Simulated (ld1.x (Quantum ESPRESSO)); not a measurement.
## PBE RRKJ dataset for Er (Z = 68), scalar-relativistic all-electron reference.

| Quantity | Value |
| --- | --- |
| Element | erbium (Er) |
| Generator | ld1.x (Quantum ESPRESSO) 7.5 |
| Type | norm-conserving RRKJ (Kleinman–Bylander form) |
| Functional | PBE |
| Relativity | scalar-relativistic |
| Frozen core | [Kr] 4d10 4f11 |
| Valence charge | 11 |
| Reference configuration | 5s2 5p6 5d1 6s2 6p0 |
| Partial waves | 5p (bound): rc 1.70 bohr; 5d (bound): rc 2.90 bohr; 5s (bound): rc 1.90 bohr |
| Local potential | the s channel |
| Core correction | a·sin(br)/r model core, default radius (core density twice the valence density) |

Occupied shells without a wave of their own: 6s. They enter only through the test configuration that unscreens the potential, and ld1.x also counts them in the model core charge.

Poles of the logarithmic derivatives, all-electron (AE) and pseudo (PS). s: poles at -4.1, 1.4 (AE) and -4.1, 0.9 (PS) Ry. p: poles at -2.1, 2.6 (AE) and -2.1, 2.6 (PS) Ry. d: poles at 0.4, 4.8 (AE) and 0.4, 4.9 (PS) Ry. Test radius 3.16 bohr.

- Cutoffs needed: 50 Ry and 80 Ry (the cutoffs (Ry, on a coarse ladder) from which the occupation-weighted sum of valence levels, in a spherical-Bessel basis at the reference potential, stays within 10 and 1 mRy of its value at 400 Ry)
- Ghost test: no extra level below or beside the all-electron valence levels (p, d, s, f tested) (spherical-Bessel basis up to 400 Ry, 20 bohr box)
- Largest excitation error: -4823 meV (all-electron minus pseudo) for 5s2 5p6 5d0 6s0 6p0, out of 7 test configurations

The potential misses its own reference levels by up to 0.8 eV. ld1.x takes every shell without a wave as core, so the model core holds the 6s electrons as well and exchange and correlation see them twice. This cancels in the reference configuration, but the file is broken for other ones, and its errors say nothing about a proper core correction.
